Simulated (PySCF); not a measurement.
Ga(OH)3, optimised at HF/6-31G*:

```xyz
7

O     -1.2462    -0.4361    -1.4645
Ga    -0.5902    -0.4416     0.1731
O      0.4727    -1.7499     0.6931
O     -0.9971     0.8613     1.2907
H     -1.8093     0.2968    -1.6743
H      0.6478    -2.4149     0.0409
H     -0.6092     0.7933     2.1527
```

Energies from PySCF (xtb for GFN2), thermal terms from the rigid-rotor harmonic-oscillator model, ideal gas at 1 bar. 6-31G* has spherical d functions here. All species are closed-shell singlets. B3LYP is the form with VWN-RPA correlation. Ga: all electrons, no relativistic terms. Ga(OH)3: computed as isolated molecules; such fragments, hydroxides, amides, oligomers or adducts are transient or little studied in the gas.

### Question
List the harmonic frequencies (cm⁻¹, unscaled) at this level and at the other levels, each on its own geometry.

### Answer
- HF/6-31G*: 196, 196, 216, 346, 358, 358, 700, 766, 766, 872, 910, 910, 4115, 4115, 4117
- B3LYP/6-31G*: 173, 173, 191, 288, 328, 328, 636, 712, 712, 877, 919, 919, 3761, 3761, 3763
- GFN2-xTB: 157, 157, 170, 336, 336, 347, 508, 575, 575, 643, 676, 676, 3622, 3622, 3625
- PBE/def2-SVP: 170, 170, 185, 284, 324, 324, 629, 709, 709, 814, 853, 853, 3727, 3728, 3729
- PBE0/def2-TZVP: 172, 172, 202, 314, 348, 348, 665, 733, 733, 838, 868, 869, 3899, 3899, 3900
